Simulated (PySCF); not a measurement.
AlCl2I, SMILES [Cl][Al]([Cl])[I]. Atoms are numbered in the order given.

```xyz
4

Al     0.0000     0.0000     0.9396
Cl     0.0000     1.8003     2.0009
Cl     0.0000    -1.8003     2.0009
I      0.0000     0.0000    -1.5141
```

The structure is a stationary point at B3LYP-D3(BJ)/def2-SVP. The def2 effective core potentials stand for the cores of I; spin–orbit coupling is left out.

Level of theory: PySCF with TDDFT-ωB97X/def2-SVPD.

Vertical excitations.  State labels are in the subgroup C2v.

| state | symmetry | energy (eV) | λ (nm) | f | main pairs |
|---|---|---|---|---|---|
| S1 | B2 | 5.65 | 220 | 0.019 | HOMO→LUMO 90 % |
| S2 | B1 | 5.78 | 214 | 0.022 | HOMO−1→LUMO 90 % |
| S3 | A2 | 5.87 | 211 | 0.000 | HOMO→LUMO+1 98 % |
| S4 | A1 | 6.32 | 196 | 0.033 | HOMO−1→LUMO+1 88 % |
| S5 | B1 | 7.16 | 173 | 0.001 | HOMO−2→LUMO+1 96 % |
| S6 | B2 | 7.27 | 171 | 0.018 | HOMO−3→LUMO 86 % |
| S7 | A2 | 7.29 | 170 | 0.000 | HOMO−3→LUMO+1 96 % |
| S8 | A2 | 7.38 | 168 | 0.000 | HOMO−4→LUMO 88 % |
| S9 | A1 | 7.41 | 167 | 0.350 | HOMO−2→LUMO 78 % |
| S10 | B2 | 7.78 | 159 | 0.000 | HOMO−4→LUMO+1 59 %, HOMO→LUMO+2 24 % |
| T1 | B2 | 5.28 | 235 | 0 | HOMO→LUMO 86 % |
| T2 | B1 | 5.46 | 227 | 0 | HOMO−1→LUMO 85 % |
| T3 | A2 | 5.77 | 215 | 0 | HOMO→LUMO+1 97 % |
| T4 | A1 | 5.80 | 214 | 0 | HOMO−1→LUMO+1 93 % |
Triplets are in the Tamm–Dancoff approximation, which puts them higher than full response would, so one can lie above its singlet here.
